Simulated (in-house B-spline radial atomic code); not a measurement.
## Ionising Pr II (Pr+) with different functionals

Computed with a B-spline radial code for spherical atoms: four-component Dirac-Coulomb Hamiltonian, Fermi nucleus of rms radius 4.8919 fm, spin-restricted, spherical fractional occupations for the functionals, and exact exchange of hybrids averaged over the configuration. The ionisation energy is the difference of two self-consistent energies, [Xe] 4f3 6s1 → [Xe] 4f3, without Breit or QED terms; ε is the level of the shell that loses the electron (mean over j).

| method | rung | ΔSCF (eV) | -ε(6s) (eV) |
| --- | --- | --- | --- |
| BHandHLYP | global hybrid | 10.58 | 9.30 |
| wB97X | range-separated hybrid | 10.43 | 10.60 |
| HSE06 | range-separated hybrid | ? | ? |
| LC-wPBE | range-separated hybrid | ? | ? |

Task: What does HSE06 give?

Result: ΔSCF 10.50 eV, and -ε(6s) = 8.30 eV.

Task: What does LC-wPBE give?

Result: ΔSCF 10.30 eV, and -ε(6s) = 10.33 eV.

Task: Among the functionals, which spreads more, the ΔSCF values or the orbital energies?

Result: The orbital energies: ΔSCF values span about 0.28 eV and the orbital energies 2.30 eV; here energy differences depend much less on the functional than eigenvalues do.

Task: How do they compare with the NIST value?

Result: NIST lists 10.63 eV ± 0.02 (semi-empirical, ground level to ground level). Errors run from -0.33 to -0.05 eV; BHandHLYP is closest (-0.05 eV), but part of that can be cancellation, since the calculations leave out Breit-QED terms, spin polarisation, the choice among j levels, multiplet and fine-structure energies.
